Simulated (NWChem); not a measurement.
System meant: CH$_{2}$AlNO$_{3}$; SMILES O=C=[N][Al]([OH])[OH]

Input file for NWChem:

```
start job
memory heap 200 mb stack 900 mb global 1100 mb
geometry units angstroms noautosym nocenter noautoz
  Al    -0.156532     0.906503     0.000000
  N      0.103241    -0.852715     0.000000
  C      0.227370    -2.058103     0.000000
  O      0.359150    -3.233526     0.000000
  O     -1.769073     1.460976     0.000000
  H     -1.973216     2.409073     0.000000
  O      1.141153     2.017722     0.000000
  H      2.069769     1.739359     0.000000
end
basis spherical
  * library def2-svp
end
dft
  xc xtpss03 ctpss03
  iterations 150
end
property
  shielding
end
task dft property
```

End of the output:

```
 Vector   29  Occ=0.000000D+00  E= 8.703331D-03
              MO Center=  9.4D-02, -1.0D+00, -1.3D-10, r^2= 4.9D+00
   Bfn.  Coefficient  Atom+Function         Bfn.  Coefficient  Atom+Function
  ----- ------------  ---------------      ----- ------------  ---------------
    36      0.519910  3 C  px                39      0.468030  3 C  px
    11     -0.463078  1 Al px                63     -0.330463  5 O  s
    53     -0.325161  4 O  px                50     -0.319241  4 O  px
    25     -0.250306  2 N  px                82      0.203511  7 O  s
    76      0.200158  6 H  s                 22      0.196028  2 N  px

 center of mass
 --------------
 x =  -0.07800360 y =  -0.07480404 z =   0.00000000

 moments of inertia (a.u.)
 ------------------
        1279.929554990928         125.323292753061           0.000000000000
         125.323292753061         294.423425342184           0.000000000000
           0.000000000000           0.000000000000        1574.352980333111

     Multipole analysis of the density
     ---------------------------------

     L   x y z        total         alpha         beta         nuclear
     -   - - -        -----         -----         ----         -------
     0   0 0 0     -0.000000    -26.000000    -26.000000     52.000000

     1   1 0 0      0.408599      2.095552      2.095552     -3.782506
     1   0 1 0      0.975979      0.887927      0.887927     -0.799876
     1   0 0 1     -0.000000     -0.000000     -0.000000      0.000000

     2   2 0 0    -27.047040    -94.528746    -94.528746    162.010451
     2   1 1 0     -0.932858     31.617932     31.617932    -64.168723
     2   1 0 1      0.000000      0.000000      0.000000      0.000000
     2   0 2 0    -33.690329   -344.145809   -344.145809    654.601289
     2   0 1 1     -0.000000     -0.000000     -0.000000      0.000000
     2   0 0 2    -26.762390    -13.381195    -13.381195      0.000000

          -----------------------------------------
          Chemical Shielding Tensors (GIAO, in ppm)
          -----------------------------------------

 ------------------------------------------------------------------------
  xtpss03: d2 not coded                    0
 ------------------------------------------------------------------------
 ------------------------------------------------------------------------
  current input line :
    23: task dft property
 ------------------------------------------------------------------------
 ------------------------------------------------------------------------
 This error has not yet been assigned to a category
 ------------------------------------------------------------------------
 For more information see the NWChem manual at https://nwchemgit.github.io

0: xtpss03: d2 not coded:Received an Error in Communication
```

Q: What is wrong, and how is it mended?

A: The program stopped with an error. Cause: this functional's second derivatives, which shieldings need, aren't coded here; the fix takes a hybrid GGA instead. This input runs:
```
start job
memory heap 200 mb stack 900 mb global 1100 mb
geometry units angstroms noautosym nocenter noautoz
  Al    -0.156532     0.906503     0.000000
  N      0.103241    -0.852715     0.000000
  C      0.227370    -2.058103     0.000000
  O      0.359150    -3.233526     0.000000
  O     -1.769073     1.460976     0.000000
  H     -1.973216     2.409073     0.000000
  O      1.141153     2.017722     0.000000
  H      2.069769     1.739359     0.000000
end
basis spherical
  * library def2-svp
end
dft
  xc pbe0
  iterations 150
end
property
  shielding
end
task dft property
```
It converges to -561.55592 Ha (PBE0/def2-SVP, GIAO).
